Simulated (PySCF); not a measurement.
Core binding energy against partial charge

C₇H₇N.
Numbering: `[N:1]#[C:2][C@@:3]12[CH2:4][CH:5]=[CH:6][C@@H:7]1[CH2:8]2`

Binding energies: delta-SCF UKS SCAN, pcX-2 on the ionised atom, pcseg-1 elsewhere, spin-free X2C (PySCF). Charges: PBE0/pcSseg-1 ground-state density, for the ionised atom.

```
atom                    environment  C 1s (eV)  Mulliken (e)  IAO (e)  Hirshfeld (e)  ESP (e)
  C5               alkene CH carbon     290.61        -0.176   -0.156         -0.043   -0.089
  C6               alkene CH carbon     290.75        -0.021   -0.159         -0.044   -0.412
  C8     three-membered-ring carbon     291.21        -0.011   -0.263         -0.072   -0.490
  C7  sp3 carbon at a ring junction     291.33        -0.166   -0.120         -0.029   +0.176
  C4                 allylic carbon     291.38        -0.010   -0.257         -0.059   -0.176
  C2                 nitrile carbon     291.94        +0.196   +0.134         +0.077   +0.308
  C3  sp3 carbon at a ring junction     292.00        -0.498   -0.030         +0.021   +0.076
```

Task: Give the correlation coefficient and slope of binding energy on charge for each scheme.

Result: Hirshfeld: r = 0.73, slope 7.4 eV per e; IAO: r = 0.62, slope 2.4 eV per e; ESP: r = 0.62, slope 1.1 eV per e; Mulliken: r = -0.12, slope -0.3 eV per e. Hirshfeld charges have the highest r, on only 7 points.

Task: The point-charge model writes a binding energy as kq + V + constant, with V the potential of the other atoms' charges at the site. What does it give with the IAO charges?

Result: V = Σ 14.40 eV Å × q/r over all other atoms: +0.62 eV at C5, +0.78 eV at C6, +3.10 eV at C8, +0.18 eV at C7, +2.71 eV at C4, -3.46 eV at C2, -1.58 eV at C3. Fitting binding energy − V to q gives k = 18.9 eV per e and leaves an rms residual of 0.42 eV, against 0.39 eV for the fit on q alone. The model has no term for differences in relaxation between sites.

Geometry: PBE0-D3(BJ)/def2-SVP; no solvent, vibrations or thermal averaging.
